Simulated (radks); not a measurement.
All-electron atom: Ca XIV in [He] 2s2 2p3.

Calculated with a radial shooting solver on a logarithmic mesh with Libxc functionals: scalar-relativistic Kohn-Sham, PBE, spin-polarised, spherical densities, finite nucleus; open shells are filled with parallel spins first; Fermi nuclear charge, rms radius 3.4776 fm.

Energy parts (eV):
part                      energy
total                 -15530.395
kinetic                15661.651
electron-nucleus      -33295.399
Hartree                 2742.636
exchange-correlation    -639.283

Orbitals (lengths in bohr, moments of r in powers of bohr; r(max) is where P^2 peaks):
[
 {"orbital": "1s up", "occ.": "1", "eigenvalue (eV)": "-4480.002", "<1/r>": "19.77", "r(max)": "0.05026", "<r^2>": "0.007898"},
 {"orbital": "1s down", "occ.": "1", "eigenvalue (eV)": "-4469.108", "<1/r>": "19.80", "r(max)": "0.05020", "<r^2>": "0.007858"},
 {"orbital": "2s up", "occ.": "1", "eigenvalue (eV)": "-846.0083", "<1/r>": "4.387", "r(max)": "0.2866", "<r^2>": "0.1342"},
 {"orbital": "2s down", "occ.": "1", "eigenvalue (eV)": "-825.4731", "<1/r>": "4.329", "r(max)": "0.2885", "<r^2>": "0.1370"},
 {"orbital": "2p up", "occ.": "3", "eigenvalue (eV)": "-783.6850", "<1/r>": "4.297", "r(max)": "0.2307", "<r^2>": "0.1062"},
 {"orbital": "2p down", "occ.": "0", "eigenvalue (eV)": "-759.7899", "<1/r>": "4.254", "r(max)": "0.2330", "<r^2>": "0.1093"}
]

The highest occupied level is 2p up at -783.68 eV. For comparison, the ionisation energy in NIST's Atomic Spectra Database is 817 eV (semi-empirical). In exact Kohn-Sham theory the highest level is minus the ionisation energy, but local and semilocal functionals leave it too shallow, through self-interaction and a potential that decays too fast; potentials with the right tail come closer. Summed over all electrons, <r^2> = 0.6056 bohr^2, which gives a Langevin (diamagnetic) susceptibility term of -0.48 x 10^-6 cm^3/mol.
